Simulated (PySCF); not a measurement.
Vertical excitations of a molecule CH6ClFSi2 from TDA-CAM-B3LYP/def2-SVPD (PySCF 2.14.0), as energy in eV (oscillator strength): 7.59 (0.001), 7.64 (0.012), 8.14 (0.015), 8.25 (0.016), 8.28 (0.009), 8.39 (0.023), 8.58 (0.013), 8.63 (0.021), 8.80 (0.089), 8.91 (0.018). Lowest triplet (TDA): 7.18 eV. Coordinates come from a PBE0-D3(BJ)/def2-SVP optimisation. One conformer was computed; it need not be the lowest.

Problem. Which structure fits?
A) F[Si@H](Cl)C[SiH3]
B) C[Si@H](F)[SiH2]Cl
C) F[C@@H]([SiH3])[SiH2]Cl
D) F[SiH2]C[SiH2]Cl

Solution. D, F[SiH2]C[SiH2]Cl
